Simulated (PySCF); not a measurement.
## Two-photon absorption: SMILES FC(F)(F)C(Cl)(Cl)Cl, C2Cl3F3

Molfile (atoms numbered from 1):
```
C2Cl3F3
     RDKit          3D

  8  7  0  0  0  0  0  0  0  0999 V2000
   -1.1196    0.9710    0.9738 F   0  0  0  0  0  0  0  0  0  0  0  0
   -0.6706    0.4347   -0.1488 C   0  0  0  0  0  0  0  0  0  0  0  0
   -1.6107   -0.3474   -0.6536 F   0  0  0  0  0  0  0  0  0  0  0  0
   -0.4138    1.4038   -1.0119 F   0  0  0  0  0  0  0  0  0  0  0  0
    0.6188   -0.3915    0.1304 C   0  0  0  0  0  0  0  0  0  0  0  0
    1.8433    0.6898    0.7993 Cl  0  0  0  0  0  0  0  0  0  0  0  0
    0.2248   -1.6668    1.2856 Cl  0  0  0  0  0  0  0  0  0  0  0  0
    1.1769   -1.0887   -1.3920 Cl  0  0  0  0  0  0  0  0  0  0  0  0
  1  2  1  0
  2  3  1  0
  2  4  1  0
  2  5  1  0
  5  6  1  0
  5  7  1  0
  5  8  1  0
M  END
```

Computed with TDDFT CAM-B3LYP/aug-cc-pVDZ excited states, vertical, gas phase (PySCF). Geometry: PBE0-D3(BJ)/def2-SVP.

Singlets 2 and 3, 5 and 6, 7 and 8 lie within 0.01 eV of each other, so their separate moments and overlaps can depend on how they mix.

Question: How strongly do the lowest singlets absorb one photon, and two photons of half the energy?

Answer: δ for parallel linear polarisation; σ at the peak of a Lorentzian of half width 0.1 eV, single beam; Ω is circular over linear.
| state | E (eV) | f | photon λ (nm) | δ (au) | σ (GM) | Ω | main |
| --- | --- | --- | --- | --- | --- | --- | --- |
| S1 | 6.58 | 0.000 | 377 | <0.1 | 0.00 | – | HOMO→LUMO 0.87 |
| S2 | 7.03 | 0.017 | 353 | 0.24 | 0.00 | 1.50 | HOMO−1→LUMO 0.74 |
| S3 | 7.03 | 0.017 | 353 | 0.25 | 0.00 | 1.50 | HOMO−2→LUMO 0.74 |
| S4 | 7.24 | 0.002 | 343 | 2.17 | 0.04 | 0.01 | HOMO−3→LUMO 0.68, HOMO−1→LUMO+1 0.12 |
| S5 | 7.37 | 0.006 | 337 | 5.68 | 0.11 | 1.50 | HOMO→LUMO+1 0.52, HOMO−5→LUMO 0.18 |
| S6 | 7.37 | 0.006 | 336 | 5.67 | 0.11 | 1.50 | HOMO→LUMO+2 0.52, HOMO−4→LUMO 0.18 |
